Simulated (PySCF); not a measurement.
SMILES B[SiH2]N (H6BNSi), B3LYP/def2-SVP optimised geometry.

```
9

B      1.50    -0.67     0.00
Si    -0.51    -0.67     0.00
N     -1.14     0.96     0.00
H      2.12    -1.64    -0.36
H      2.15     0.27     0.42
H     -0.88    -1.52     1.19
H     -1.10    -1.37    -1.18
H     -2.15     1.11    -0.09
H     -0.74     1.64     0.64
```

Density from B3LYP/def2-TZVP in PySCF 2.14.0 at that geometry.

Minimum of the electron density along straight lines between bonded atoms, close to the bond critical point (lines longer than 1.1 times the sum of covalent radii, or with two minima, are not listed):

| bond | length / Å | ρ at the minimum / e bohr⁻³ | ∇²ρ there / e bohr⁻⁵ | position (fraction from the first atom) |
|---|---|---|---|---|
| B1–Si2 | 2.012 | 0.115 | -0.05 | 0.62 |
| Si2–N3 | 1.744 | 0.127 | 0.51 | 0.40 |
| B1–H4 | 1.208 | 0.182 | -0.41 | 0.44 |
| B1–H5 | 1.208 | 0.182 | -0.41 | 0.44 |
| Si2–H6 | 1.514 | 0.115 | 0.13 | 0.49 |
| Si2–H7 | 1.496 | 0.119 | 0.14 | 0.49 |
| N3–H8 | 1.016 | 0.331 | -1.55 | 0.73 |
| N3–H9 | 1.016 | 0.330 | -1.55 | 0.73 |
